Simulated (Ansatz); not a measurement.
`O[Si]([SiH3])Cl` radical, one more setting.

```yaml
crystal:
  periodic: [false, false, false]
  atoms:
    - {symbol: O, position_ang: [-0.243761, 0.279663, -1.899264]}
    - {symbol: Si, position_ang: [-0.470802, -0.755473, -0.686462]}
    - {symbol: Si, position_ang: [-0.062796, 0.486804, 1.243448]}
    - {symbol: Cl, position_ang: [1.022435, -2.229833, -0.864584]}
    - {symbol: H, position_ang: [-0.133579, -0.061400, -2.879945]}
    - {symbol: H, position_ang: [-1.084637, 1.593071, 1.317755]}
    - {symbol: H, position_ang: [1.238419, 1.034982, 1.293407]}
    - {symbol: H, position_ang: [-0.221781, -0.467346, 2.406561]}
basis:
  gaussian: {orbitals: def2-TZVP}
magnetization: {spin_polarized: true, initial_magnetization: 1}
hamiltonian: {xc: {name: B97}, pseudopotentials: {relativity: none}}
accuracy: high
```

```sh
$ ansatz run in.yaml --threads 4 --pin off --events-out ev --progress --plain --max-ram 10444MiB
```

Shortened log:

```
Functional definition: B97
2927 factors; integrals over basis functions are off by at most 5.2e-9 eV
mean field evaluation 1: about -30383.1881 eV, gradient 3.9e1 eV
mean field evaluation 2: about -30364.4791 eV, gradient 7.8e1 eV
mean field evaluation 4: about -30388.3195 eV, gradient 3.2e0 eV
mean field evaluation 8: about -30388.4881 eV, gradient 2.2e-1 eV
mean field evaluation 16: about -30388.4884 eV, gradient 2.4e-4 eV
mean field -30388.48839225 eV, -1116.7563503580 hartree, gradient 3.3e-8 eV, S^2 0.753046; 0 other end points of the search recorded, 0 dependent functions left out
reference -30388.48839491 eV, -1116.7563504556 hartree; 29, 28 occupied and 137, 138 virtual orbitals, 2927 factors
Total energy: -30388.48839491 eV, -1116.7563504556 hartree
```

Run time 31 s (4 threads of an Arm Neoverse V2 on a shared host); peak host memory 1.4 GiB.
